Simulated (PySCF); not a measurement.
C₂H₆FInO, SMILES [CH2]([In]([F])[OH])C.

The structure is a stationary point at B3LYP-D3(BJ)/def2-SVP. The structure was generated by enumeration; whether it is a known compound was not checked. The def2 effective core potentials stand for the cores of In; spin–orbit coupling is left out. The values are those of a single conformer.

Two levels are set side by side: PBE/def2-TZVP (PySCF) and M06-2X/def2-TZVP (PySCF). Same geometry, gas phase. Differences are taken from unrounded values.

```
quantity                     M06-2X
---------------------------  ------
orbital gap (eV)               8.49
highest occupied level (eV)   -9.28
lowest empty level (eV)       -0.78
dipole moment (D)              5.49
mean polarisability (bohr³)    60.7
```

What does PBE give, and how far is it from M06-2X? (The exact figures need the calculation; the answer reports its results.)


| quantity | PBE | PBE minus M06-2X |
|---|---|---|
| orbital gap (eV) | 4.41 | -4.09 |
| highest occupied level (eV) | -6.76 | 2.52 |
| lowest empty level (eV) | -2.35 | -1.57 |
| dipole moment (D) | 5.18 | -0.31 |
| mean polarisability (bohr³) | 66.3 | 5.5 |

PBE's occupied levels lie high since its potential decays too fast outside the molecule; exact exchange lowers them and widens the gap. Loosely held outer electrons make PBE densities more polarisable. Differences between two approximate levels are no errors against the true value.

Rough cost on one machine, each run with all the roots and properties that it gave: M06-2X against PBE about 4 times.
